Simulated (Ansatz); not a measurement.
Ansatz (a quantum-chemistry and plane-wave program) input (CCSD(T)/def2-SVPD):

Ansatz 0.2 input:
```yaml
crystal:
  periodic: [false, false, false]
  atoms:
    - {symbol: Nb, position_ang: [0.23377099, -0.07053266, 0.29820015]}
    - {symbol: O, position_ang: [1.81205364, -0.68853535, -0.16210776]}
    - {symbol: O, position_ang: [-0.49777101, -1.04272266, 1.56488074]}
    - {symbol: Cl, position_ang: [-1.18228658, 0.98481784, -1.37931706]}
basis:
  gaussian:
    orbitals: def2-SVPD
total_charge: -1
magnetization: {spin_polarized: true, initial_magnetization: 1}
correlation: {method: ccsd_t, electrons: outside_noble_gas}
```

Output:

```
Functional definition: HF
integrals: 0.25 GiB planned
1014 factors; integrals over basis functions are off by at most 5.7e-4 eV
mean field: 0.53 GiB planned
mean field evaluation 1: about -18099.7881 eV, gradient 4.4e1 eV
mean field evaluation 2: about -18099.9251 eV, gradient 4.4e1 eV
mean field evaluation 4: about -18109.5738 eV, gradient 3.5e0 eV
mean field evaluation 8: about -18109.9489 eV, gradient 6.2e-1 eV
mean field evaluation 16: about -18109.9759 eV, gradient 1.4e-6 eV
mean field evaluation 32: about -18095.5867 eV, gradient 3.0e1 eV
mean field evaluation 64: about -18109.9630 eV, gradient 3.6e-1 eV
mean field evaluation 96: about -18109.9759 eV, gradient 4.5e-6 eV
mean field evaluation 128: about -18108.8533 eV, gradient 6.3e-2 eV
mean field evaluation 160: about -18107.0214 eV, gradient 5.2e-1 eV
mean field evaluation 192: about -18105.1461 eV, gradient 4.5e0 eV
mean field evaluation 224: about -18098.3668 eV, gradient 3.2e1 eV
mean field evaluation 256: about -18100.9586 eV, gradient 3.3e1 eV
mean field evaluation 288: about -18106.8776 eV, gradient 9.9e-1 eV
mean field evaluation 320: about -18106.9513 eV, gradient 6.1e-3 eV
mean field evaluation 352: about -18100.1638 eV, gradient 3.3e1 eV
mean field evaluation 384: about -18106.4627 eV, gradient 9.6e-1 eV
mean field -18109.97588733 eV, -665.5293384767 hartree, gradient 4.5e-6 eV, S^2 0.792352; 8 other end points of the search recorded, 0 dependent functions left out
determinant -18109.97588733 eV, -665.5293384767 hartree, with singles and doubles -18129.20945386 eV, -666.2361590100 hartree
determinant -18108.85350876 eV, -665.4880918252 hartree, with singles and doubles -18127.88055195 eV, -666.1873227654 hartree
determinant -18107.47328771 eV, -665.4373696371 hartree, with singles and doubles -18126.44424576 eV, -666.1345394866 hartree
determinant -18106.95131752 eV, -665.4181875866 hartree, with singles and doubles -18125.65474711 eV, -666.1055259463 hartree
determinant -18106.80914664 eV, -665.4129629028 hartree, with singles and doubles -18125.05420559 eV, -666.0834564523 hartree
11 core orbitals not correlated
reference -18109.97588733 eV, -665.5293384767 hartree; 13, 12 occupied and 83, 84 virtual orbitals, 1014 factors
second order -19.86686755 eV of doubles, -0.00000000 eV of singles
coupled cluster: 0.75 GiB planned
cycle   1  -19.23955628 eV  change   -6.0e-3 eV  update   4.2e-3
cycle   2  -19.23524052 eV  change    4.3e-3 eV  update   3.3e-3
cycle   3  -19.23706338 eV  change   -1.8e-3 eV  update   2.1e-3
cycle   4  -19.23865518 eV  change   -1.6e-3 eV  update   6.3e-4
cycle   5  -19.24116192 eV  change   -2.5e-3 eV  update   3.0e-4
cycle   6  -19.24065970 eV  change    5.0e-4 eV  update   1.2e-4
cycle   7  -19.24067826 eV  change   -1.9e-5 eV  update   8.1e-5
cycle   8  -19.24068287 eV  change   -4.6e-6 eV  update   4.8e-5
cycle   9  -19.24066888 eV  change    1.4e-5 eV  update   3.4e-5
cycle  10  -19.24066001 eV  change    8.9e-6 eV  update   2.1e-5
perturbative correction -1.05911414 eV, -0.0389217269 hartree
Total energy: -18130.27566148 eV, -666.2753414171 hartree
```

The spin state was set by rule; other spins were not relaxed.
